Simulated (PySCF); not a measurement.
PySCF input for C4H10O, SMILES C(C)(O)(C)C, TDDFT-PBE/def2-SVPD. Geometry: PBE0-D3(BJ)/def2-SVP. The values are those of a single conformer.

```python
import numpy as np
from pyscf import gto, scf, dft, tdscf

mol = gto.M(
    atom='''
    C    -0.67843191    0.51443850    1.25646360
    C     0.00631310   -0.02049120   -0.00000000
    C    -0.67843221    0.51443853   -1.25646343
    C     1.48496055    0.33818646   -0.00000016
    O    -0.03497073   -1.43896309   -0.00000001
    H    -0.62510463    1.61242412    1.31330951
    H    -0.20270430    0.09302664    2.15436036
    H    -1.74433860    0.23157215    1.26926109
    H    -0.20270480    0.09302668   -2.15436032
    H    -0.62510492    1.61242415   -1.31330933
    H    -1.74433890    0.23157217   -1.26926068
    H     1.62923067    1.42839340   -0.00000017
    H     1.97486649   -0.08351559    0.88989757
    H     1.97486629   -0.08351557   -0.88989803
    H    -0.96135857   -1.70313719    0.00000009
    ''',
    basis='def2-SVPD',
    charge=0,
    spin=0,
    symmetry=True,
    max_memory=1600,
    verbose=4,
)
mf = dft.RKS(mol, xc='pbe').density_fit(auxbasis='def2-universal-jkfit')
mf.grids.level = 3
mf.conv_tol = 1e-9
mf.max_cycle = 100
mf.kernel()
mf.grids = dft.Grids(mol).set(level=1).build(with_non0tab=True)  # coarser grid for the response kernel
td = tdscf.TDDFT(mf)
td.singlet = True
td.nstates = 10
td.conv_tol = 1e-4
td.positive_eig_threshold = 1e-6
td.kernel(x0=td.get_init_guess(mf, 15))
td.analyze()
tt = tdscf.TDA(mf)
tt.singlet = False
tt.nstates = 4
tt.conv_tol = 1e-4
tt.positive_eig_threshold = 1e-6
tt.kernel(x0=tt.get_init_guess(mf, 9))
tt.analyze(verbose=3)
```

It prints:

```
PySCF version 2.14.0

[INPUT] verbose = 4
[INPUT] num. atoms = 15
[INPUT] num. electrons = 42
[INPUT] charge = 0
[INPUT] spin (= nelec alpha-beta = 2S) = 0
[INPUT] symmetry True subgroup None
[INPUT] Mole.unit = angstrom
[INPUT] Symbol           X                Y                Z      unit          X                Y                Z       unit  Magmom
[INPUT]  1 C     -0.678431910000   0.514438500000   1.256463600000 AA   -1.282050504066   0.972147872932   2.374372089485 Bohr   0.0
[INPUT]  2 C      0.006313100000  -0.020491200000   0.000000000000 AA    0.011930029997  -0.038722755964   0.000000000000 Bohr   0.0
[INPUT]  3 C     -0.678432210000   0.514438530000  -1.256463430000 AA   -1.282051070983   0.972147929624  -2.374371768232 Bohr   0.0
[INPUT]  4 C      1.484960550000   0.338186460000  -0.000000160000 AA    2.806168745284   0.639079788436  -0.000000302356 Bohr   0.0
[INPUT]  5 O     -0.034970730000  -1.438963090000  -0.000000010000 AA   -0.066085102076  -2.719246143458  -0.000000018897 Bohr   0.0
[INPUT]  6 H     -0.625104630000   1.612424120000   1.313309510000 AA   -1.181276549898   3.047039983443   2.481795290687 Bohr   0.0
[INPUT]  7 H     -0.202704300000   0.093026640000   2.154360360000 AA   -0.383055611272   0.175794871889   4.071151054019 Bohr   0.0
[INPUT]  8 H     -1.744338600000   0.231572150000   1.269261090000 AA   -3.296322222507   0.437607941577   2.398555840667 Bohr   0.0
[INPUT]  9 H     -0.202704800000   0.093026680000  -2.154360320000 AA   -0.383056556135   0.175794947478  -4.071150978430 Bohr   0.0
[INPUT] 10 H     -0.625104920000   1.612424150000  -1.313309330000 AA   -1.181277097918   3.047040040135  -2.481794950536 Bohr   0.0
[INPUT] 11 H     -1.744338900000   0.231572170000  -1.269260680000 AA   -3.296322789425   0.437607979371  -2.398555065879 Bohr   0.0
[INPUT] 12 H      1.629230670000   1.428393400000  -0.000000170000 AA    3.078799760042   2.699272324136  -0.000000321253 Bohr   0.0
[INPUT] 13 H      1.974866490000  -0.083515590000   0.889897570000 AA    3.731956798681  -0.157821592231   1.681662686216 Bohr   0.0
[INPUT] 14 H      1.974866290000  -0.083515570000  -0.889898030000 AA    3.731956420736  -0.157821554437  -1.681663555490 Bohr   0.0
[INPUT] 15 H     -0.961358570000  -1.703137190000   0.000000090000 AA   -1.816704404804  -3.218462841661   0.000000170075 Bohr   0.0

nuclear repulsion = 199.817191888446
point group symmetry = Cs
symmetry origin: [ 3.14954355e-09 -8.99869533e-10  3.14954364e-09]
symmetry axis x: [1.00000000e+00 4.14853428e-09 9.17737124e-08]
symmetry axis y: [ 4.14853505e-09 -1.00000000e+00 -8.40456546e-09]
symmetry axis z: [ 9.17737124e-08  8.40456603e-09 -1.00000000e+00]
num. orbitals of irrep A' = 108
num. orbitals of irrep A" = 75
number of shells = 81
number of NR pGTOs = 253
number of NR cGTOs = 183
basis = def2-SVPD
ecp = {}


******** <class 'pyscf.df.df_jk.DFSymAdaptedRKS'> ********
method = DFSymAdaptedRKS
initial guess = minao
damping factor = 0
level_shift factor = 0
DIIS = <class 'pyscf.scf.diis.CDIIS'>
diis_start_cycle = 1
diis_space = 8
diis_damp = 0
SCF conv_tol = 1e-09
SCF conv_tol_grad = None
SCF max_cycles = 100
direct_scf = False
XC library pyscf.dft.libxc version 7.1.2
    S. Lehtola, C. Steigemann, M. J. T. Oliveira, and M. A. L. Marques,  SoftwareX 7, 1–5 (2018)
XC functionals = pbe
    J. P. Perdew, K. Burke, and M. Ernzerhof,  Phys. Rev. Lett. 77, 3865 (1996)
    J. P. Perdew, K. Burke, and M. Ernzerhof,  Phys. Rev. Lett. 78, 1396 (1997)
    J. P. Perdew, K. Burke, and M. Ernzerhof,  Phys. Rev. Lett. 77, 3865 (1996)
    J. P. Perdew, K. Burke, and M. Ernzerhof,  Phys. Rev. Lett. 78, 1396 (1997)
radial grids:
    Treutler-Ahlrichs [JCP 102, 346 (1995); DOI:10.1063/1.469408] (M4) radial grids

becke partition: Becke, JCP 88, 2547 (1988); DOI:10.1063/1.454033
pruning grids: <function nwchem_prune>
grids dens level: 3
symmetrized grids: True
atomic radii adjust function: <function treutler_atomic_radii_adjust>
small_rho_cutoff = 0
Freeze 0 electrons in irreps []
    42 free electrons in irreps A' A"
Set gradient conv threshold to 3.16228e-05
Initial guess from minao.
tot grids = 168640
init E= -233.271060959684
HOMO (A") = -0.351705530598178  LUMO (A') = -0.0359118649680341  gap/eV = 8.59318
cycle= 1 E= -233.061226654566  delta_E= 0.21  |g|= 0.812  |ddm|= 10.3
HOMO (A") = -0.0571846276772674  LUMO (A') = 0.0149750642353483  gap/eV = 1.96357
cycle= 2 E= -232.62823212755  delta_E= 0.433  |g|= 1.62  |ddm|= 4.72
HOMO (A") = -0.246688242283612  LUMO (A') = -0.0112988573960187  gap/eV = 6.40527
cycle= 3 E= -233.201231581796  delta_E= -0.573  |g|= 0.226  |ddm|= 2.93
HOMO (A") = -0.229785492734562  LUMO (A') = -0.0117945116380835  gap/eV = 5.93184
cycle= 4 E= -233.211800862068  delta_E= -0.0106  |g|= 0.0619  |ddm|= 0.575
HOMO (A") = -0.22723129314768  LUMO (A') = -0.0103233121067912  gap/eV = 5.90237
cycle= 5 E= -233.212647735847  delta_E= -0.000847  |g|= 0.0154  |ddm|= 0.175
HOMO (A") = -0.228492443041369  LUMO (A') = -0.0107297242500954  gap/eV = 5.92563
cycle= 6 E= -233.212696576402  delta_E= -4.88e-05  |g|= 0.00632  |ddm|= 0.046
HOMO (A") = -0.228395799799698  LUMO (A') = -0.0107204665814233  gap/eV = 5.92325
cycle= 7 E= -233.212705461575  delta_E= -8.89e-06  |g|= 0.000693  |ddm|= 0.0122
HOMO (A") = -0.228493348512636  LUMO (A') = -0.010732689321761  gap/eV = 5.92557
cycle= 8 E= -233.212705576653  delta_E= -1.15e-07  |g|= 0.000121  |ddm|= 0.00177
HOMO (A") = -0.228505383096336  LUMO (A') = -0.010739307453  gap/eV = 5.92572
cycle= 9 E= -233.212705579964  delta_E= -3.31e-09  |g|= 4.18e-05  |ddm|= 0.000455
HOMO (A") = -0.228504025641057  LUMO (A') = -0.0107391400542363  gap/eV = 5.92568
cycle= 10 E= -233.212705580338  delta_E= -3.74e-10  |g|= 1.74e-05  |ddm|= 0.000102
HOMO (A") = -0.228504094495256  LUMO (A') = -0.010738858464753  gap/eV = 5.92569
Extra cycle  E= -233.212705580247  delta_E= 9.09e-11  |g|= 2.56e-05  |ddm|= 7.77e-05
converged SCF energy = -233.212705580247
tot grids = 50624
Overwritten attributes  positive_eig_threshold  of <class 'pyscf.tdscf.rks.CasidaTDDFT'>


******** <class 'pyscf.tdscf.rks.CasidaTDDFT'> for <class 'pyscf.df.df_jk.DFSymAdaptedRKS'> ********
nstates = 10 singlet
deg_eia_thresh = 1.000e-03
wfnsym = None
conv_tol = 0.0001
eigh lindep = 1e-12
eigh level_shift = 0
eigh max_cycle = 100


Excitation energies (eV)
[5.97655886 7.02240175 7.37472594 7.42380273 7.4241112  7.62594998
 8.09120614 8.10006608 8.19724017 8.32296686]

** Singlet excitation energies and oscillator strengths **
Excited State   1:   A"      5.97656 eV    207.45 nm  f=0.0238
      21 -> 22       -0.70640
Excited State   2:   A"      7.02240 eV    176.56 nm  f=0.0021
      21 -> 23        0.70541
Excited State   3:   A'      7.37473 eV    168.12 nm  f=0.0148
      20 -> 22       -0.47959
      21 -> 24       -0.51748
Excited State   4:   A'      7.42380 eV    167.01 nm  f=0.0458
      20 -> 22       -0.51751
      21 -> 24        0.47679
Excited State   5:   A"      7.42411 eV    167.00 nm  f=0.0015
      21 -> 25       -0.70058
Excited State   6:   A"      7.62595 eV    162.58 nm  f=0.0017
      21 -> 26        0.70080
Excited State   7:   A"      8.09121 eV    153.23 nm  f=0.0191
      19 -> 22        0.70022
Excited State   8:   A"      8.10007 eV    153.07 nm  f=0.0359
      21 -> 27       -0.69936
Excited State   9:   A'      8.19724 eV    151.25 nm  f=0.0486
      21 -> 28       -0.70387
Excited State  10:   A'      8.32297 eV    148.97 nm  f=0.0442
      18 -> 22        0.70349

** Transition electric dipole moments (AU) **
state          X           Y           Z        Dip. S.      Osc.
  1         0.0000      0.0000      0.4032      0.1626      0.0238
  2         0.0000      0.0000     -0.1113      0.0124      0.0021
  3        -0.2838     -0.0339      0.0000      0.0817      0.0148
  4        -0.4719      0.1708     -0.0000      0.2519      0.0458
  5         0.0000     -0.0000      0.0911      0.0083      0.0015
  6        -0.0000      0.0000      0.0945      0.0089      0.0017
  7         0.0000      0.0000      0.3103      0.0963      0.0191
  8         0.0000     -0.0000     -0.4252      0.1808      0.0359
  9         0.3345     -0.3609      0.0000      0.2421      0.0486
 10         0.2685      0.3807      0.0000      0.2170      0.0442

** Transition velocity dipole moments (imaginary part, AU) **
state          X           Y           Z        Dip. S.      Osc.
  1        -0.0000     -0.0000      0.0923      0.0085      0.0259
  2         0.0000     -0.0000     -0.0315      0.0010      0.0026
  3        -0.0790     -0.0108      0.0000      0.0064      0.0156
  4        -0.1340      0.0518     -0.0000      0.0206      0.0504
  5        -0.0000      0.0000      0.0265      0.0007      0.0017
  6        -0.0000      0.0000      0.0243      0.0006      0.0014
  7        -0.0000      0.0000      0.0983      0.0097      0.0217
  8        -0.0000      0.0000     -0.1256      0.0158      0.0353
  9         0.0998     -0.1060     -0.0000      0.0212      0.0469
 10         0.0851      0.1187     -0.0000      0.0213      0.0465

** Transition magnetic dipole moments (imaginary part, AU) **
state          X           Y           Z
  1         0.5083     -0.1500     -0.0000
  2         0.0702     -0.1568     -0.0000
  3         0.0000      0.0000      0.1761
  4        -0.0000      0.0000      0.3538
  5        -0.1021     -0.0137      0.0000
  6        -0.1999      0.0263      0.0000
  7        -0.6337      0.1276      0.0000
  8        -0.3613     -0.0642      0.0000
  9        -0.0000      0.0000     -0.1139
 10         0.0000     -0.0000      0.9526
Overwritten attributes  positive_eig_threshold  of <class 'pyscf.tdscf.rks.TDA'>


******** <class 'pyscf.tdscf.rks.TDA'> for <class 'pyscf.df.df_jk.DFSymAdaptedRKS'> ********
nstates = 4 triplet
deg_eia_thresh = 1.000e-03
wfnsym = None
conv_tol = 0.0001
eigh lindep = 1e-12
eigh level_shift = 0
eigh max_cycle = 100


Excitation energies (eV)
[5.82508971 6.88759488 7.21267114 7.2541808 ]

** Triplet excitation energies and oscillator strengths **
Excited State   1:   A"      5.82509 eV    212.85 nm  f=0.0000
Excited State   2:   A"      6.88759 eV    180.01 nm  f=0.0000
Excited State   3:   A'      7.21267 eV    171.90 nm  f=0.0000
Excited State   4:   A'      7.25418 eV    170.91 nm  f=0.0000
```

The calculation finished and met its thresholds.

Cost: around 110 core-seconds (rough).
